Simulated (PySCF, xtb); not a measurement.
H₃MoNO₃, SMILES [NH]=[Mo](=[O])([OH])[OH], multiplicity 1.

GFN2-xTB in xtb at its own geometry gives an orbital gap of 3.86 eV and a dipole moment of 5.47 D.

Geometry optimised at r2SCAN-D4/def2-SVP. The spin state was assumed, not searched. The structure was generated by enumeration; whether it is a known compound was not checked. The def2 effective core potentials stand for the cores of Mo; spin–orbit coupling is left out. The values are those of a single conformer.

Task: What does PySCF with ωB97X/def2-TZVP give? (An estimate is asked for; the answer gives what the named calculation found.)

Result: gap 11.04 eV (levels -10.76 and 0.29 eV), dipole 3.76 D.
